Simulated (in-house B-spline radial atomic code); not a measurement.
How numerical settings move a run on Hg IV (Hg3+), [Xe] 4f14 5d9. Computed with an all-electron radial atomic-structure program (B-spline basis): Dirac-Kohn-Sham BLYP, spherical fractional occupations, Fermi nucleus of rms radius 5.4648 fm.

Command:
```bash
python run_scf.py task.json out
```
Settings of the sound reference run:
```
Z                80
electrons        77
configuration    [Xe] 4f14 5d9
hamiltonian      dirac
method           b88,lyp
spin_polarised   False
nucleus          fermi
rms_radius       5.4648
mass_number      202
atomic_mass      201.9706
speed_of_light   137.036
knot_spacing     0.22
spline_order     8
gauss_points     12
box_radius       16.22
max_iterations   70
damping          0.5
damped_steps     3
diis_vectors     10
tolerance        1e-08
start            Thomas-Fermi
```

Time taken, with all properties: 1.2 s on 1 thread of Arm Neoverse V2, on a shared host.

It converges in 9 iterations to -19656.009449 hartree, with 5d5/2 at -41.4927 eV. The other runs change the listed settings, some to values that make no sense; their results aren't properties of the atom or ion. Radii are in bohr (the nuclear one in fm), a minus after a letter asks for a j subshell, and «unchanged» means within 1e-8 hartree. The run stops when the residual is below 10 × tolerance × max(1, Z/10), or a noise floor if that is larger, and the energy moves by less than 1e-8 × √|E| hartree; so very loose and very tight tolerances often act alike.

| changed settings | outcome |
| --- | --- |
| box_radius = 4.87 | converged in 9 iterations, energy +2.41e-03 hartree from the reference, 5d5/2 level +7.5e-02 eV (the program warns: 5d5/2 reaches the box edge; 5p3/2 reaches the box edge) |
| diis_vectors = 4 | converged in 10 iterations, energy unchanged, 5d5/2 level -3.6e-05 eV |
| box_radius = 2.43 | converged in 9 iterations, energy +1.83e+00 hartree from the reference, 5d5/2 level +1.5e+01 eV (the program warns: 5d5/2 reaches the box edge; 5s1/2 reaches the box edge) |
| damping = 0.2 | converged in 8 iterations, energy unchanged, 5d5/2 level -3.4e-05 eV |
| damping = 0.8 | converged in 10 iterations, energy unchanged, 5d5/2 level -4.0e-05 eV |
| box_radius = 0.97 | converged in 8 iterations, energy +2.56e+02 hartree from the reference, 5d5/2 level +6.0e+02 eV (the program warns: 5d5/2 has a positive eigenvalue: unbound, held by the box; 5s1/2 has a positive eigenvalue: unbound, held by the box) |
| method = hf, spin_polarised = True | stopped with error: spin polarisation is not served with the Dirac Hamiltonian |
| knot_spacing = 1.4, box_radius = 1.62, max_iterations = 60 | converged in 9 iterations, energy +1.14e+02 hartree from the reference, 5d5/2 level +8.9e+01 eV (the program warns: 5d5/2 has a positive eigenvalue: unbound, held by the box; 5d3/2 has a positive eigenvalue: unbound, held by the box) |
| electrons = 79, configuration = [Xe] 4f14 5d11, max_iterations = 50 | stopped with error: shell 5d holds at most 10 electrons |
| box_radius = 64.88 | converged in 9 iterations, energy unchanged |
| diis_vectors = 2 | converged in 11 iterations, energy unchanged, 5d5/2 level -2.2e-05 eV |
| box_radius = 0.65 | converged in 8 iterations, energy +1.28e+03 hartree from the reference, 5d5/2 level +2.2e+03 eV (the program warns: 5d5/2 has a positive eigenvalue: unbound, held by the box; 4s1/2 has a positive eigenvalue: unbound, held by the box) |
| box_radius = 32.44 | converged in 9 iterations, energy unchanged, 5d5/2 level -3.3e-07 eV |
| knot_spacing = 0.15, gauss_points = 5, box_radius = 8.11, max_iterations = 75 | converged in 9 iterations, energy -8.53e-06 hartree from the reference, 5d5/2 level +1.0e-05 eV |
| diis_vectors = 0 | converged in 17 iterations, energy unchanged, 5d5/2 level -7.9e-06 eV |
| electrons = 78, configuration = [Xe] 4f14 5d9 6s-1, max_iterations = 50 | stopped with error: j subshells need the Dirac Hamiltonian and l > 0 |

**Question.** What happens with spline_order = 10, box_radius = 64.88, max_iterations = 60, damping = 0, damped_steps = 8?

**Answer.** Converged in 15 iterations, energy -3.07e-06 hartree from the reference, 5d5/2 level +9.2e-07 eV.

**Question.** What happens with diis_vectors = 1?

**Answer.** Not converged after 70 iterations, last residual 6.5e+00, last energy +3.63e+02 hartree from the reference.

**Question.** What happens with gauss_points = 3, max_iterations = 60, tolerance = 1e-13?

**Answer.** Converged in 9 iterations, energy +5.34e-03 hartree from the reference, 5d5/2 level +1.3e-05 eV.

**Question.** What happens with box_radius = 1.62?

**Answer.** Converged in 9 iterations, energy +2.12e+01 hartree from the reference, 5d5/2 level +8.9e+01 eV (the program warns: 5d5/2 has a positive eigenvalue: unbound, held by the box; 5d3/2 has a positive eigenvalue: unbound, held by the box).
